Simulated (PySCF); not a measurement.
Diagnose this run.

A core-ionisation job on C2H6BNO, SMILES `CC#[N+][BH2-]O`. Method: delta-SCF UKS HF, pcX-2 on the ionised atom, pcseg-1 elsewhere, spin-free X2C (PySCF 2.14.0).

Driver input (Å, PBE0-D3(BJ)/def2-SVP geometry):

```
{"job": {"kind": "xps", "xc": "HF"}, "charge": 0, "multiplicity": 1}
C     -2.2769     0.2727     0.3449
C     -0.8887     0.0059     0.0342
N      0.2099    -0.2085    -0.2309
B      1.7931    -0.4712    -0.6302
O      2.4907     0.7533    -0.4888
H     -2.9249    -0.2409    -0.3799
H     -2.4670     1.3543     0.2888
H     -2.5161    -0.0826     1.3575
H      1.6586    -0.8370    -1.7941
H      2.0731    -1.3908     0.1415
H      2.8861     0.8204     0.3822
```

Output:

```
ground state, core basis on atom 0 (C), 131 functions
  cycle   1  E = -233.17547811  |g| = 6.80e-01
  cycle   2  E = -233.26666014  |g| = 4.52e-01
  cycle   3  E = -233.30686922  |g| = 8.93e-02
  cycle   4  E = -233.30916363  |g| = 4.41e-02
  cycle   5  E = -233.30960235  |g| = 8.15e-03
  cycle   6  E = -233.30962517  |g| = 3.02e-03
  cycle   7  E = -233.30962822  |g| = 6.83e-04
  cycle   8  E = -233.30962838  |g| = 1.33e-04
  E(ground) = -233.30962838 Eh
hole in C 1s of atom 0
  cycle   1  E = -221.98215666  |g| = 1.49e+00
  cycle   2  E = -222.34326587  |g| = 7.16e-01
  cycle   3  E = -222.50710531  |g| = 1.53e-01
  cycle   4  E = -222.51462371  |g| = 7.67e-02
  cycle   5  E = -222.51717357  |g| = 1.62e-02
  cycle   6  E = -222.51759200  |g| = 9.47e-03
  cycle   7  E = -222.51781349  |g| = 4.05e-03
  cycle   8  E = -222.51786021  |g| = 2.76e-03
  cycle   9  E = -222.51788171  |g| = 2.60e-03
  cycle  10  E = -222.51790322  |g| = 2.51e-03
  cycle  11  E = -222.51800621  |g| = 2.10e-03
  cycle  12  E = -222.51818180  |g| = 8.61e-04
  cycle  13  E = -222.51819159  |g| = 3.13e-04
  E(ion) = -222.51819159 Eh   <S^2> = 0.8223   hole on atom = 1.000   binding energy = 293.650 eV
ground state, core basis on atom 1 (C), 131 functions
  cycle   1  E = -233.31740472  |g| = 3.16e-02
  cycle   2  E = -233.31752359  |g| = 5.59e-03
  cycle   3  E = -233.31752880  |g| = 3.82e-03
  cycle   4  E = -233.31753170  |g| = 7.05e-04
  cycle   5  E = -233.31753184  |g| = 2.01e-04
  E(ground) = -233.31753184 Eh
hole in C 1s of atom 1
  cycle   1  E = -221.96441377  |g| = 1.49e+00
  cycle   2  E = -222.12804859  |g| = 1.03e+00
  cycle   3  E = -222.47086093  |g| = 2.77e-01
  cycle   4  E = -222.50057913  |g| = 7.82e-02
  cycle   5  E = -222.50418352  |g| = 3.14e-02
  cycle   6  E = -222.50649590  |g| = 2.94e-02
  cycle   7  E = -222.50883821  |g| = 2.86e-02
  cycle   8  E = -222.51212396  |g| = 2.75e-02
  cycle   9  E = -222.52124160  |g| = 2.36e-02
  cycle  10  E = -222.52178463  |g| = 1.01e-02
  cycle  11  E = -222.52239880  |g| = 1.35e-03
  cycle  12  E = -222.52238863  |g| = 1.74e-03
  cycle  13  E = -222.52240268  |g| = 4.02e-04
  E(ion) = -222.52240268 Eh   <S^2> = 1.3520   hole on atom = 1.000   binding energy = 293.750 eV
ground state, core basis on atom 2 (N), 131 functions
  cycle   1  E = -233.32552374  |g| = 3.34e-02
  cycle   2  E = -233.32560978  |g| = 1.62e-02
  cycle   3  E = -233.32565374  |g| = 7.31e-03
  cycle   4  E = -233.32566439  |g| = 3.70e-04
  E(ground) = -233.32566439 Eh
hole in N 1s of atom 2
  cycle   1  E = -217.67767562  |g| = 1.84e+00
  cycle   2  E = -217.96059810  |g| = 1.20e+00
  cycle   3  E = -218.35750725  |g| = 2.06e-01
  cycle   4  E = -218.37337943  |g| = 5.43e-02
  cycle   5  E = -218.37524552  |g| = 2.50e-02
  cycle   6  E = -218.37689394  |g| = 1.87e-02
  cycle   7  E = -218.37846546  |g| = 1.31e-02
  cycle   8  E = -218.37936768  |g| = 7.21e-03
  cycle   9  E = -218.37950714  |g| = 1.67e-03
  cycle  10  E = -218.37951224  |g| = 8.43e-04
  cycle  11  E = -218.37951386  |g| = 4.34e-04
  E(ion) = -218.37951386 Eh   <S^2> = 0.9182   hole on atom = 1.000   binding energy = 406.705 eV
ground state, core basis on atom 3 (B), 131 functions
  cycle   1  E = -233.30599530  |g| = 3.36e-02
  cycle   2  E = -233.30614380  |g| = 1.59e-02
  cycle   3  E = -233.30618838  |g| = 7.00e-03
  cycle   4  E = -233.30619887  |g| = 8.99e-04
  cycle   5  E = -233.30619918  |g| = 2.74e-04
  E(ground) = -233.30619918 Eh
hole in B 1s of atom 3
  cycle   1  E = -225.73657824  |g| = 1.16e+00
  cycle   2  E = -226.04494868  |g| = 4.56e-01
  cycle   3  E = -226.12343524  |g| = 1.37e-01
  cycle   4  E = -226.13054062  |g| = 5.18e-02
  cycle   5  E = -226.13178763  |g| = 1.43e-02
  cycle   6  E = -226.13207093  |g| = 9.40e-03
  cycle   7  E = -226.13226513  |g| = 4.95e-03
  cycle   8  E = -226.13232796  |g| = 1.90e-03
  cycle   9  E = -226.13233750  |g| = 1.14e-03
  cycle  10  E = -226.13234131  |g| = 9.34e-04
  cycle  11  E = -226.13234594  |g| = 7.62e-04
  cycle  12  E = -226.13235173  |g| = 4.86e-04
  E(ion) = -226.13235173 Eh   <S^2> = 0.7806   hole on atom = 1.000   binding energy = 195.210 eV
ground state, core basis on atom 4 (O), 131 functions
  cycle   1  E = -233.34024207  |g| = 3.26e-02
  cycle   2  E = -233.34031648  |g| = 5.12e-03
  cycle   3  E = -233.34032051  |g| = 3.01e-03
  cycle   4  E = -233.34032203  |g| = 4.21e-04
  E(ground) = -233.34032203 Eh
hole in O 1s of atom 4
  cycle   1  E = -212.83063646  |g| = 2.20e+00
  cycle   2  E = -213.36659978  |g| = 1.12e+00
  cycle   3  E = -213.62378235  |g| = 9.73e-02
  cycle   4  E = -213.62644632  |g| = 2.16e-02
  cycle   5  E = -213.62676337  |g| = 1.41e-02
  cycle   6  E = -213.62690613  |g| = 6.07e-03
  cycle   7  E = -213.62694692  |g| = 1.63e-03
  cycle   8  E = -213.62695036  |g| = 5.20e-04
  cycle   9  E = -213.62695073  |g| = 1.74e-04
  E(ion) = -213.62695073 Eh   <S^2> = 0.7679   hole on atom = 1.000   binding energy = 536.428 eV
```

The program numbers atoms from 0.

Question: Do all binding energies of this run deserve the same trust?

Answer: No. Every hole passed the driver's convergence checks (|g| < 5e-4, core orbital emptied to over 0.9), but ⟨S²⟩ is 1.352 for C1s on atom 1 and 0.918 for N1s on atom 2, against 0.75 for a pure doublet, so the unrestricted ion state holds higher spin components.

Question: How can it be mended?

Answer: Recompute such holes with a restricted open-shell or spin-projected scheme and compare; until then these binding energies are doubtful.

Time: 14 s; peak memory 0.48 GiB. Hardware: Arm Neoverse V1, one thread, shared host with 64 logical CPUs at a one-minute load of 31.
